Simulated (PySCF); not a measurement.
## Xe²⁺: excitation energy

Xe²⁺ [Kr] 4d10 5s2 5p4 (3P) → Xe²⁺ [Kr] 4d10 5s2 5p3 5d1 (5D), as a difference of total energies. All numbers are calculated (PySCF 2.14, scalar relativity by spin-free X2C-1e, in x2c-TZVPPall with one added diffuse shell each of s, p, d, f type (9s7p5d3f, 76 functions)). Correlated levels: valence: [Kr] 4d10 frozen. The calculations carry no spin-orbit coupling.

```json
{"method": "UHF", "excitation energy (cm⁻¹)": "103980"}
{"method": "MP2 (valence)", "excitation energy (cm⁻¹)": "107130"}
{"method": "SCS-MP2 (valence)", "excitation energy (cm⁻¹)": "108090"}
{"method": "CCSD (valence)", "excitation energy (cm⁻¹)": "107670"}
{"method": "CCSD(T) (valence)", "excitation energy (cm⁻¹)": "107770"}
```

The promoted electron is Rydberg-like, and one or two diffuse shells describe it only roughly, which tends to raise the upper state.
